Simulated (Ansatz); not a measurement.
A CCSD(T) single point on AlH4NS2, SMILES `[NH2][Al]([SH])[SH]`.

```yaml
crystal:
  periodic: [false, false, false]
  atoms:
    - {symbol: N, position_ang: [-0.554729, 1.413586, -0.090028]}
    - {symbol: Al, position_ang: [-0.072314, -0.276722, -0.015360]}
    - {symbol: S, position_ang: [2.015810, -0.878564, 0.205202]}
    - {symbol: S, position_ang: [-1.607170, -1.820899, -0.148275]}
    - {symbol: H, position_ang: [0.070145, 2.201068, -0.048999]}
    - {symbol: H, position_ang: [-1.506936, 1.726316, -0.187173]}
    - {symbol: H, position_ang: [2.456592, 0.390844, 0.249312]}
    - {symbol: H, position_ang: [-0.709299, -2.812830, -0.020480]}
basis:
  gaussian: {orbitals: def2-TZVPP}
correlation: {method: ccsd_t}
output: {orbitals: {seedname: orbitals}}
```

```sh
$ ansatz run in.yaml --threads 2 --pin off --events-out ev --progress --plain --max-ram 32768MiB --backend cuda --devices 0, --max-vram 18GiB
```

The program prints (abridged):

```
Functional definition: HF
1226 factors; integrals over basis functions are off by at most 1.3e-3 eV
mean field evaluation 1: about -29764.4989 eV, gradient 3.9e1 eV
mean field evaluation 2: about -29764.6589 eV, gradient 3.9e1 eV
mean field evaluation 4: about -29768.1231 eV, gradient 3.2e0 eV
mean field evaluation 8: about -29768.1893 eV, gradient 3.1e-1 eV
mean field evaluation 16: about -29768.1900 eV, gradient 9.5e-7 eV
mean field -29768.18996610 eV, -1093.9608036502 hartree, gradient 9.5e-7 eV, S^2 0.000000; 0 other end points of the search recorded, 0 dependent functions left out
16 core orbitals not correlated: weight in the atoms' cores, before any rotation towards them, 1.000 or more for the frozen orbitals, at most 0.000 for the correlated occupied ones
reference -29768.18996610 eV, -1093.9608036502 hartree; 12, 12 occupied and 185, 185 virtual orbitals, 1226 factors
second order -17.51822829 eV of doubles, -0.00000000 eV of singles
cycle   1  -18.31408276 eV  change   -8.0e-1 eV  update   8.5e-2
cycle   2  -18.74137848 eV  change   -4.3e-1 eV  update   2.5e-2
cycle   3  -18.80757699 eV  change   -6.6e-2 eV  update   1.1e-2
cycle   4  -18.80135911 eV  change    6.2e-3 eV  update   2.9e-3
cycle   5  -18.80083120 eV  change    5.3e-4 eV  update   1.2e-3
cycle   6  -18.80055261 eV  change    2.8e-4 eV  update   3.5e-4
cycle   7  -18.80044242 eV  change    1.1e-4 eV  update   1.3e-4
cycle   8  -18.80048020 eV  change   -3.8e-5 eV  update   3.8e-5
cycle   9  -18.80048145 eV  change   -1.2e-6 eV  update   1.3e-5
perturbative correction -0.81158074 eV, -0.0298250421 hartree
Total energy: -29787.80202829 eV, -1094.6815336423 hartree
```

Hardware: 2 threads of an AMD EPYC 7R13 on a shared host and a share of an NVIDIA H100 80 GB. Wall time 6 s, peak host memory 0.78 GiB.

Correlation energy per correlated electron: -0.817 eV. T1 diagnostic: 0.0107.
